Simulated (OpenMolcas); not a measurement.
## Ni6+: effect of the level shift or regulariser

```
Program             : OpenMolcas 26.06
Basis               : ANO-RCC-VTZP [6s5p3d2f1g]
Scalar Hamiltonian  : DKH2, point nucleus
Active space        : 4 electrons in 5 orbitals (3d)
State averaging     : 2S+1 = 5 even, 5 roots; 2S+1 = 3 even, 45 roots; 2S+1 = 1 even, 50 roots
Spin-orbit coupling : RASSI with atomic mean-field integrals over the reference wave functions, term energies averaged over their components
```

Methods on the same reference wave functions:
A. CASSCF
B. MS-CASPT2, IPEA 0.25 Eh, imaginary shift 0.1 Eh (closed shells correlated: 3s 3p)
C. MS-CASPT2, IPEA 0.25 Eh, real shift 0.2 Eh (closed shells correlated: 3s 3p)
D. MS-CASPT2, IPEA 0.25 Eh, sigma2 regulariser 0.3 Eh (closed shells correlated: 3s 3p)

Energies in cm⁻¹ above 3d⁴ ⁵D₀, the measured ground level; measured values from Corliss and Sugar, J. Phys. Chem. Ref. Data 10, 197 (1981).

| Level | A | B | C | D | Measured |
| --- | --- | --- | --- | --- | --- |
| 3d⁴ ⁵D₀ | 0.0 | 0.0 | 0.0 | 0.0 | 0.0 |
| 3d⁴ ⁵D₁ | 287 | 294 | 294 | 294 | 279 |
| 3d⁴ ⁵D₂ | 836 | 850 | 850 | 850 | 804 |
| 3d⁴ ⁵D₃ | 1607 | 1625 | 1624 | 1625 | 1520 |
| 3d⁴ ⁵D₄ | 2563 | 2580 | 2580 | 2580 | 2392 |
| 3d⁴ ³H₄ | 33608 | 32260 | 32260 | 32260 | 31672 |
| 3d⁴ ³H₅ | 34228 | 32930 | 32940 | 32930 | 32286 |
| 3d⁴ ³H₆ | 34881 | 33630 | 33630 | 33630 | 32877 |
| 3d⁴ ³P₀(1) | 35266 | 30560 | 30570 | 30560 | 30077 |
| 3d⁴ ³P₁(1) | 36944 | 32300 | 32310 | 32300 | 31836 |
| 3d⁴ ³F₂(1) | 38851 | 34870 | 34880 | 34870 | 34247 |
| 3d⁴ ³F₃(1) | 38900 | 34970 | 34970 | 34970 | 34317 |
| 3d⁴ ³F₄(1) | 39179 | 35280 | 35280 | 35280 | 34576 |
| 3d⁴ ³P₂(1) | 39739 | 35090 | 35090 | 35090 | 34555 |
| 3d⁴ ³G₃ | 42588 | 38960 | 38970 | 38960 | 38160 |
| 3d⁴ ³G₄ | 43257 | 39640 | 39650 | 39640 | 38746 |
| 3d⁴ ³G₅ | 43729 | 40190 | 40200 | 40190 | 39247 |
| 3d⁴ ¹I₆ | 50924 | 49170 | 49170 | 49170 |  |
| 3d⁴ ¹G₄(1) | 53952 | 48660 | 48670 | 48660 |  |
| 3d⁴ ³D₃ | 54671 | 47780 | 47790 | 47780 |  |
| 3d⁴ ³D₂ | 54876 | 48010 | 48020 | 48010 |  |
| 3d⁴ ³D₁ | 55179 | 48290 | 48300 | 48290 |  |
| 3d⁴ ¹S₀(1) | 62338 | 52460 | 52470 | 52460 |  |
| 3d⁴ ¹D₂(1) | 66416 | 60830 | 60830 | 60830 |  |

Deviations, from unrounded energies. A percentage is the sum of absolute deviations over the sum of measured energies, with the sign that they share, or ± where signs differ.

```tsv
Against measurement	Levels	A	B	C	D
mean absolute deviation (cm-1)	16	3100	530	530	530
fine structure of the ground term (%)	4	+6.0	+7.0	+7.0	+7.0
other terms of the ground configuration (%)	12	+11.8	+2.0	+2.0	+2.0
```

B, C, D lie about equally close to measurement and A furthest from it. The largest miss of D in the table is 3d⁴ ³G₅, by +950 cm-1. The ranking rests on the paired levels alone, and a cruder setting can come out closer through cancelling errors.

Among B to D the level of the table that moves most is 3d⁴ ¹S₀(1), by 12 cm-1 (lowest in B, highest in C). Moves below CASPT2's spread within the term are not significant.

The two smallest mean deviations differ by little beside CASPT2's spread within terms, so their order carries little weight.

From A to B the spin-free energies of the other terms of 3d⁴ shown, above ⁵D, scale by factors of 0.83 to 0.96, as is usual when dynamic correlation screens the repulsion within a d or f shell.

The lowest spin-free term lies below A's lowest term by 0.354 hartree in B, 0.353 hartree in C, 0.354 hartree in D.

CASPT2 breaks the degeneracy within a term, and the mean is taken; among the terms shown or strongly mixed into the levels shown the widest spread is 990 cm-1 (3d⁴ ¹I, D). Without dynamic correlation excited terms often stand tens of per cent too high (terms of higher spin than the ground term too low), and those without a measured partner can miss by more than the paired ones (holds for A). The CASPT2 spread within a term exceeds the gap to the next term for 3d⁴ ³D and 3d⁴ ¹G(1), 3d⁴ ¹G(1) and 3d⁴ ¹I, so the order of their levels is uncertain (holds for B; C; D). Measured partners are found by configuration, term and J. A level has none where our copy of the source lacks it or the pairing is in doubt (some pairs that miss far off the trend of their configuration count as doubtful), and it then counts in no deviation. Levels of configurations outside the active space are missing. Levels that lie high or do not pair safely by name in every column are left out.

A number in round brackets counts repeated terms of one configuration in the order of the reference energies.
